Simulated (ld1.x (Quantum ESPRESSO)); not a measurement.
## How hard is this Xe (Z = 54) TM potential?

ld1.x (Quantum ESPRESSO) 7.5 input, shortened:

```
&input
   title='Xe', zed=54., rel=1, dft='PBESOL', iswitch=3,
   config='[Xe] 5d-2'
 /
 &inputp
   pseudotype=2, tm=.true., lloc=0,
   nlcc=.false.
 /
3
5P  2  1   6.00   0.00  1.85  1.85  0.0
5D  3  2  -2.00   0.25  1.55  1.55  0.0
5S  1  0   2.00   0.00  1.70  1.70  0.0
 &test
   configts(1)='5s2 5p6'
 /
```

The pseudo-atom Hamiltonian at the reference potential is diagonalised in spherical Bessel functions j_l(qr) that vanish at 20 bohr, with q² up to the cutoff. All-electron valence levels (Ry): 5p -0.6058, 5s -1.4538.

**Question.** How do the lowest levels (Ry) of each channel move with the cutoff, and are there ghosts?

**Answer.**

```json
{"cutoff (Ry)": "8", "p #1": "-0.5694", "p #2": "0.0323", "d #1": "0.0589", "s #1": "-1.3287", "f #1": "0.1174", "f #2": "0.2477", "Σ f·Δε (mRy)": "468.9"}
{"cutoff (Ry)": "10", "p #1": "-0.5765", "p #2": "0.0321", "d #1": "0.0585", "s #1": "-1.3894", "f #1": "0.1174", "f #2": "0.2477", "Σ f·Δε (mRy)": "305.0"}
{"cutoff (Ry)": "15", "p #1": "-0.5993", "p #2": "0.0314", "d #1": "0.0584", "s #1": "-1.4351", "f #1": "0.1174", "f #2": "0.2477", "Σ f·Δε (mRy)": "76.6"}
{"cutoff (Ry)": "21", "p #1": "-0.6045", "p #2": "0.0313", "d #1": "0.0568", "s #1": "-1.4382", "f #1": "0.1174", "f #2": "0.2477", "Σ f·Δε (mRy)": "39.1"}
{"cutoff (Ry)": "25", "p #1": "-0.6047", "p #2": "0.0313", "d #1": "0.0558", "s #1": "-1.4408", "f #1": "0.1174", "f #2": "0.2477", "Σ f·Δε (mRy)": "32.6"}
{"cutoff (Ry)": "30", "p #1": "-0.6049", "p #2": "0.0313", "d #1": "0.0542", "s #1": "-1.4466", "f #1": "0.1174", "f #2": "0.2477", "Σ f·Δε (mRy)": "19.7"}
{"cutoff (Ry)": "40", "p #1": "-0.6056", "p #2": "0.0312", "d #1": "0.0504", "s #1": "-1.4529", "f #1": "0.1174", "f #2": "0.2477", "Σ f·Δε (mRy)": "2.9"}
{"cutoff (Ry)": "50", "p #1": "-0.6058", "p #2": "0.0312", "d #1": "0.0453", "s #1": "-1.4533", "f #1": "0.1174", "f #2": "0.2477", "Σ f·Δε (mRy)": "1.4"}
{"cutoff (Ry)": "55", "p #1": "-0.6058", "p #2": "0.0312", "d #1": "0.0417", "s #1": "-1.4533", "f #1": "0.1174", "f #2": "0.2477", "Σ f·Δε (mRy)": "1.3"}
{"cutoff (Ry)": "60", "p #1": "-0.6058", "p #2": "0.0312", "d #1": "0.0364", "s #1": "-1.4534", "f #1": "0.1174", "f #2": "0.2477", "Σ f·Δε (mRy)": "1.0"}
{"cutoff (Ry)": "80", "p #1": "-0.6058", "p #2": "0.0312", "d #1": "-0.0410", "s #1": "-1.4538", "f #1": "0.1174", "f #2": "0.2477", "Σ f·Δε (mRy)": "0.1"}
{"cutoff (Ry)": "400", "p #1": "-0.6058", "p #2": "0.0312", "d #1": "-5.2417", "s #1": "-1.4538", "f #1": "0.1174", "f #2": "0.2477", "Σ f·Δε (mRy)": "0.0"}
```

Result: ghost state, extra bound levels that the all-electron valence spectrum of the same l lacks: d at -71.3 eV (a true bound ghost makes a file unfit for plane-wave use); 10 mRy is reached at 35 Ry and 1 mRy at 60 Ry.
